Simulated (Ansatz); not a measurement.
Cost and result for the atomization energy of C2H9NOSi2, SMILES `C=C[Si](N)(O)[SiH3]` (15 atoms, 14 bonds).

```xyz
15

C     0.1628    2.2088    0.6244
C     0.9408    1.2809    0.0738
Si    0.3309   -0.4014   -0.4382
N     1.4437   -1.5158    0.2571
O     0.3178   -0.6382   -2.0724
Si   -1.9174   -0.7188    0.1619
H     0.5363    3.1871    0.9143
H    -0.8941    2.0345    0.8116
H     1.9914    1.5281   -0.0861
H     1.8924   -1.2858    1.1296
H     1.2899   -2.5090    0.1816
H     1.1771   -0.7366   -2.4891
H    -2.3227   -2.1153   -0.1634
H    -2.0993   -0.5289    1.6297
H    -2.8497    0.2104   -0.5349
```

The species carries charge 0 and has multiplicity 1. The structure was optimised at the PBE0-D4/def2-TZVP level. It is one conformer, not always the lowest. Program: Ansatz. All runs use 2 threads of an AMD EPYC 7R13 on a shared host and a share of an NVIDIA H100 80 GB. Times are those of one run each, without the atoms' runs, and a repeat can differ threefold. Electronic energies, without spin–orbit coupling; frozen cores. CCSD(T)/CBS adds CCSD(T) − MP2 in def2-TZVPP to the MP2 limit, and its time is that of the two runs behind it. T1 = 0.012. B3LYP takes the VWN-RPA correlation (the form of Gaussian; ORCA's B3LYP/G).

CCSD(T)/CBS is a level of theory with its own doubt, some kJ/mol a heavy atom from the limit and from the frozen cores, so smaller differences don't rank the functionals.

```
                             level  functions  wall time
   PBE-D4/def2-TZVPP (with forces)        334      3.2 s
 B3LYP-D4/def2-TZVPP (with forces)        334      3.7 s
                ωB97X-V/def2-TZVPP        334      5.5 s
  ωB97M-V/def2-TZVPP (with forces)        334        6 s
                PBE0-D4/def2-TZVPP        334      6.5 s
                    MP2/def2-QZVPP        638      6.5 s
r2SCAN-D4/def2-TZVPP (with forces)        334        7 s
                 B2PLYP/def2-TZVPP        334      7.5 s
                CCSD(T)/def2-TZVPP        334       13 s
                 CCSD(T)/CBS(def2)          –       20 s
```

What atomization energy does each give, and how far from CCSD(T)/CBS? (Best estimate.)

The calculation gave: 
| level | atomization (kJ/mol) | difference from CCSD(T)/CBS | per bond |
| --- | --- | --- | --- |
| PBE-D4/def2-TZVPP (with forces) | 5596.0 | 57.7 | 4.1 |
| B3LYP-D4/def2-TZVPP (with forces) | 5533.6 | -4.7 | -0.3 |
| ωB97X-V/def2-TZVPP | 5550.1 | 11.8 | 0.8 |
| ωB97M-V/def2-TZVPP (with forces) | 5543.1 | 4.8 | 0.3 |
| PBE0-D4/def2-TZVPP | 5509.7 | -28.6 | -2.0 |
| MP2/def2-QZVPP | 5533.7 | -4.6 | -0.3 |
| r2SCAN-D4/def2-TZVPP (with forces) | 5524.2 | -14.1 | -1.0 |
| B2PLYP/def2-TZVPP | 5463.1 | -75.2 | -5.4 |
| CCSD(T)/def2-TZVPP | 5380.7 | -157.6 | -11.3 |
| CCSD(T)/CBS(def2) | 5538.3 | 0.0 | 0.0 |

From PBE to PBE0 (25 % exact exchange), in def2-TZVPP and without D4, the atomization energy moves by −81.1 kJ/mol: exact exchange takes away binding that semilocal exchange gives to molecules. In def2-TZVPP, CCSD(T) changes the Hartree–Fock value by +1368.7 kJ/mol (the triples alone add +77.6 kJ/mol) and MP2 by +1427.6 kJ/mol; breaking electron pairs costs correlation energy, which Hartree–Fock lacks. The D4 term adds +59.4 kJ/mol with B3LYP and +31.8 kJ/mol with PBE0; it sums over pairs of atoms, weighted by their polarisabilities, and B3LYP, whose exchange is more repulsive, gets the larger term.
